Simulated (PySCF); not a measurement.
Run record: excited-state job, `CC(=O)C#C[SiH2]Br`.

Computed with TDDFT B3LYP/def2-SVPD, vertical, gas phase, core orbitals frozen in the response (PySCF 2.14.0, density-fitted response routines). Geometry: GFN2-xTB. A driver script takes a list of jobs; this job's settings line and coordinates (Å) are shown.

Command:
```bash
OMP_NUM_THREADS=1 python probes_run.py task.json out
```

Input:
```
{"job": {"kind": "uv", "xc": "B3LYP", "basis": "def2-SVPD", "nstates": 8, "ntriplets": 3}, "charge": 0, "multiplicity": 1}
C     -2.389759     0.370941    -0.225908
C     -1.563877    -0.818417     0.185792
O     -2.012771    -1.886674     0.519802
C     -0.145220    -0.556163     0.143011
C      1.048693    -0.369831     0.119034
Si     2.856360    -0.001508     0.054473
Br     3.007598     2.111884    -0.629167
H     -2.173203     1.211067     0.432120
H     -2.124072     0.666867    -1.239633
H     -3.446963     0.124012    -0.176474
H      3.507894    -0.809152    -0.962759
H      3.436518    -0.043710     1.386072
```

Output:
```
coarse grid: 52008 points
cycle   1  E = -3093.6265426704  dE = -1.806e-01  |g| = 8.449e-01  |ddm| = 8.434e+00
cycle   2  E = -3093.0313216425  dE =  5.952e-01  |g| = 1.878e+00  |ddm| = 5.238e+00
cycle   3  E = -3093.7626044387  dE = -7.313e-01  |g| = 2.558e-01  |ddm| = 3.840e+00
cycle   4  E = -3093.7776915618  dE = -1.509e-02  |g| = 9.480e-02  |ddm| = 4.818e-01
cycle   5  E = -3093.7790426895  dE = -1.351e-03  |g| = 5.953e-02  |ddm| = 1.759e-01
cycle   6  E = -3093.7799148335  dE = -8.721e-04  |g| = 1.437e-02  |ddm| = 9.495e-02
cycle   7  E = -3093.7799654988  dE = -5.067e-05  |g| = 2.662e-03  |ddm| = 2.159e-02
cycle   8  E = -3093.7799671489  dE = -1.650e-06  |g| = 7.847e-04  |ddm| = 6.524e-03
final grid: 107904 points
cycle   9  E = -3093.7799536632  dE =  3.089e-07  |g| = 1.503e-03  |ddm| = 8.148e-03
cycle  10  E = -3093.7799518317  dE =  1.832e-06  |g| = 3.353e-03  |ddm| = 6.224e-03
cycle  11  E = -3093.7799541340  dE = -2.302e-06  |g| = 2.749e-04  |ddm| = 4.118e-03
cycle  12  E = -3093.7799541530  dE = -1.904e-08  |g| = 4.023e-05  |ddm| = 4.973e-04
cycle  13  E = -3093.7799541534  dE = -3.561e-10  |g| = 1.577e-05  |ddm| = 7.340e-05
converged SCF energy = -3093.7799541534

Static polarisability (au): isotropic 100.954, principal 70.364 94.257 138.241

Singlet excitations
state   eV       nm        f      main configurations
  1   3.7774    328.2   0.00023   H->L 0.98
  2   4.6341    267.5   0.00011   H-1->L 0.72, H-4->L 0.27
  3   5.2494    236.2   0.01093   H-2->L 0.96
  4   5.3860    230.2   0.03036   H-3->L 0.54, H->L+1 0.27
  5   5.4449    227.7   0.00006   H-4->L 0.72, H-1->L 0.28
  6   5.7415    215.9   0.01839   H->L+1 0.62, H-1->L+1 0.22, H-3->L 0.11
  7   5.9066    209.9   0.00206   H-2->L+1 0.71, H-3->L+1 0.27
  8   6.0450    205.1   0.00595   H-3->L+1 0.69, H-2->L+1 0.28

Triplet excitations (Tamm-Dancoff, eV): 3.2553 4.0503 4.3634
```

The SCF starts on a coarse grid where the log names one; the energy can jump when the final grid takes over, and dE then counts from the start density on the new grid. H and L stand for HOMO and LUMO; the number after each pair is its weight.

Give S1 in cm⁻¹ and kJ/mol.

3.7774 eV × 8065.54 = 30467 cm⁻¹; × 96.485 = 364.5 kJ/mol.

Give the mean polarisability as a volume in Å³, and the ratio of the largest to the smallest principal value.

100.954 au × 0.148185 = 14.96 Å³; 138.241/70.364 = 1.96.

In short: HOMO -7.84 eV, LUMO -2.46 eV; lowest singlet 3.78 eV; lowest triplet 3.26 eV (Tamm–Dancoff); mean polarisability 101.0 au.

 The B3LYP/def2-SVPD calculation is non-relativistic and has no spin–orbit coupling, an omission that weighs most on bromine.

How long does this job take on one thread of an Arm Neoverse N1, shared host with 64 logical CPUs at a one-minute load of 61? And the peak memory of the process?

About 80 s (density and orbital grids were written too), with 0.85 GiB resident at the peak, the Python interpreter and its libraries included.
Labels such as C1 count atoms from 1, the log's own numbers from 0.
